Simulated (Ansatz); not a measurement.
Isolated molecules relaxed with PBE0-D4/def2-TZVP in Ansatz; ΔE leaves out vibrations. CBS: MP2 limit from def2 TZ/QZ plus the TZ coupled-cluster correction, frozen cores. DFT in def2-TZVPP. Elements past krypton have def2 core potentials. For Ge, Sn outer-core shells are correlated without core-valence functions, which leaves a few kJ/mol of doubt a bond. Scalar relativity is left out up to krypton. One conformer a species, not always the lowest.

Consider the redistribution: `[OH][Ge]([OH])([SiH3])[GeH3]` + `[F][SnH]([Cl])[Cl]` → `[F][SnH]([Cl])[GeH3]` + `[OH][Ge]([OH])([SiH3])[Cl]`.

Question: Is it downhill or uphill in electronic energy at CCSD(T)/CBS, and by how much? (Best estimate.)

Answer: Ansatz gave: Downhill: ΔE = -35.9 kJ/mol.

Question: What do these levels give: r2SCAN-D4, B2PLYP, r2SCAN, MP2/def2-TZVPP, HF/CBS(def2), MP2/CBS(def2)? (Best estimate.)

Answer: Computed: r2SCAN-D4 -38.0, B2PLYP -39.2, r2SCAN -38.3, MP2/def2-TZVPP -39.5, HF/CBS(def2) -42.3, MP2/CBS(def2) -39.1 kJ/mol.

Largest T1 diagnostic among the species: 0.013.

In def2-TZVPP, CCSD(T) changes the Hartree–Fock value by +7.3 kJ/mol (the triples alone add +1.5 kJ/mol) and MP2 by +4.2 kJ/mol.
